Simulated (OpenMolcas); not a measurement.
A calculation on O III.

```
Program             : OpenMolcas 26.06
Method              : RASSCF
Basis               : ANO-RCC-VQZP [5s4p3d2f1g]
Scalar Hamiltonian  : DKH2, point nucleus
Active space        : 2 electrons in 9 orbitals (RAS2 2p; RAS3 3s 3d, at most 1 electron)
State averaging     : 2S+1 = 3 even, 3 roots; 2S+1 = 1 even, 6 roots; 2S+1 = 3 odd, 3 roots; 2S+1 = 1 odd, 3 roots
Spin-orbit coupling : RASSI with atomic mean-field integrals over the reference wave functions, term energies averaged over their components
```

(1) Which level of the active space comes out lowest?

(2) How high does 2s² 2p 3s ¹P°₁ lie?

(3) How high does 2s² 2p 3s ³P°₀ lie?

(4) How high does 2s² 2p 3s ³P°₂ lie?

Measured values: Moore, Selected Tables of Atomic Spectra, NSRDS-NBS 3, section 11.

## Answers

(1) 2s² 2p² ³P₀, with 100 % of that term; it is also the measured ground level.

(2) 274636 cm⁻¹ above the lowest level; measured 273081 cm⁻¹ above the ground level, so the calculation is off by +1 %.

(3) 269699 cm⁻¹ above the lowest level; measured 267259 cm⁻¹ above the ground level, so the calculation is off by +1 %.

(4) 270080 cm⁻¹ above the lowest level; measured 267634 cm⁻¹ above the ground level, so the calculation is off by +1 %.

ANO sets are built for valence states and can reach diffuse excited orbitals poorly. With the s shell closed, the reference lacks s² → p² mixing. Measured partners are found by configuration, term and J. A level has none where our copy of the source lacks it or the pairing is in doubt (some pairs that miss far off the trend of their configuration count as doubtful), and it then counts in no deviation. Only configurations of the active space appear.

° marks odd parity.
